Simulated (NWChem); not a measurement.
Species: AuH$_{3}$O; SMILES [OH2]->[AuH]

def2 effective core potentials on Au; no spin-orbit coupling.

Q: Give the equilibrium geometry at PBE-D3(BJ)/def2-SVP with def2 effective core potentials on Au (NWChem) as a list of bonds and angles, with the point group.

A: point group Cs; any orientation.
Bonds (Å): Au1–H2 1.553, Au1–O3 2.273, O3–H4 0.978, O3–H5 0.978. Bond angles (°): H2–Au1–O3 179.5, Au1–O3–H4 107.7, Au1–O3–H5 107.8, H4–O3–H5 104.5.
